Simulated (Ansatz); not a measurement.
C$_{2}$H$_{8}$S$_{2}$Sn (`C[S][SnH2][S]C`). Charge 0, multiplicity 1. Sn takes the def2 core potential. All single points use the PBE0-D4/def2-TZVP geometry. It is one conformer, not always the lowest.

```xyz
13

C     1.237   -1.590    0.744
S     0.684   -0.227    1.812
Sn   -1.502    0.160    0.902
S    -1.403    1.993   -0.635
C     0.114    1.543   -1.525
H     0.527   -2.416    0.747
H     1.408   -1.256   -0.279
H     2.182   -1.941    1.159
H    -2.599    0.597    2.127
H    -1.913   -1.292    0.093
H    -0.027    0.650   -2.134
H     0.942    1.399   -0.829
H     0.349    2.381   -2.182
```

(1) What is the dipole moment at ωB97M-V/def2-TZVPP? (Estimate.)

(2) And with PBE, r2SCAN, B3LYP? (Estimate.)

(3) Give the Mulliken charges with ωB97M-V, B3LYP, PBE in def2-TZVPP. (Best estimate.)

## Answers

(1) Ansatz gave: 2.16 D, with components (0.60, -1.80, -1.04) D in this frame, pointing from negative to positive charge.

(2) The calculation gave: PBE 2.18 D, r2SCAN 2.31 D, B3LYP 2.18 D.

(3) The calculation gave: 
```csv
atom,ωB97M-V,B3LYP,PBE
C1,-0.35,-0.28,-0.27
S2,-0.27,-0.33,-0.32
Sn3,0.56,0.73,0.66
S4,-0.27,-0.33,-0.32
C5,-0.37,-0.29,-0.27
H6,0.14,0.12,0.12
H7,0.13,0.12,0.12
H8,0.14,0.12,0.12
H9,-0.06,-0.11,-0.10
H10,-0.09,-0.14,-0.12
H11,0.14,0.12,0.12
H12,0.15,0.13,0.13
H13,0.14,0.12,0.12
```

B3LYP here is the variant with VWN-RPA as its local correlation; programs differ in this.
